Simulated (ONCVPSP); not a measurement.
**Potentials for Gd (Z = 64) compared**

Generated with ld1.x 7.5 (TM, RRKJ, ultrasoft, PAW), atompaw 4.2 or ONCVPSP 4.0.1. The cutoff is in Ry: for ld1.x and atompaw files where the sum of valence levels is converged to 10 mRy in a Bessel basis, for ONCV files where the hardest occupied wave has 1 mHa per electron of residual kinetic energy. The error is the largest all-electron minus pseudo excitation energy over each file’s own four to seven test configurations (ionisations up to +4, promotions, holes and added fractions of an electron), all of which were solved. The labels leave out finer settings (local radius, basis sizes, second energies), which also bear on the numbers. Spin-polarised tests are not counted. The rows are a selection from randomly drawn settings: files with unsolved tests, undetermined cutoffs or missed reference levels are left out.

A true bound ghost makes a file unfit for plane-wave use even where its test errors are small: the radial tests pick states by their node count and pass the ghost by.

| potential | cutoff (Ry) | largest error (meV) | bound ghosts |
| --- | --- | --- | --- |
| ONCV, PBEsol, non-relativistic, rc 2.40/2.10/3.30/1.30 (spdf), local smoothed, core correction yes, reference 4f7 5s2 5p6 5d1 6s2, qcut 5.8/6.6/5.4/10.8, projectors 2/3/2/2 | 120 | +9.4 | s |
| ONCV, PBE, scalar-relativistic, rc 2.25/2.05/3.05/1.05 (spdf), local f, core correction yes, reference 4f7 5s2 5p6 5d1 6s1.75 6p0.25, qcut 6/5.7/4.6/16.3, projectors 2/3/3/0 | 227 | -6.9 | s, p |
| ONCV, LDA (Perdew-Wang 92), scalar-relativistic, rc 2.30/2.50/2.60/0.85 (spdf), local smoothed, core correction no, reference 4f7 5s2 5p6 5d1, qcut 6.8/5.2/6.5/18.7, projectors 2/2/2/1 | 300 | -8.7 | s, p |

(1) Fill in the row for Gd: ONCV, LDA (Perdew-Wang 92), scalar-relativistic, rc 2.20/1.50/3.00/0.80 (spdf), local smoothed, core correction yes, reference 4f6 5s2 5p6 5d2 6s2, qcut 5.7/5.1/5/23.4, projectors 2/1/2/2.

(2) Fill in the row for Gd: ONCV, PBEsol, scalar-relativistic, rc 2.15/2.15/3.15/1.10 (spdf), local smoothed, core correction yes, reference 4f7 5s2 5p6 5d1 6s1.5 6p0.5, qcut 4.7/7.4/4.4/18.4, projectors 2/2/2/2.

(3) Fill in the row for Gd: ONCV, PBE, scalar-relativistic, rc 1.75/1.95/3.05/0.85 (spdf), local smoothed, core correction no, reference 4f7 5s2 5p6 5d1 6s1, qcut 5.3/6.9/5.8/23.9, projectors 2/2/3/3.

Answers

(1) cutoff 416 Ry, largest error -327 meV, bound ghosts: s, p.

(2) cutoff 260 Ry, largest error -7.3 meV, bound ghosts: s, p.

(3) cutoff 403 Ry, largest error -8.7 meV, bound ghosts: s, p.
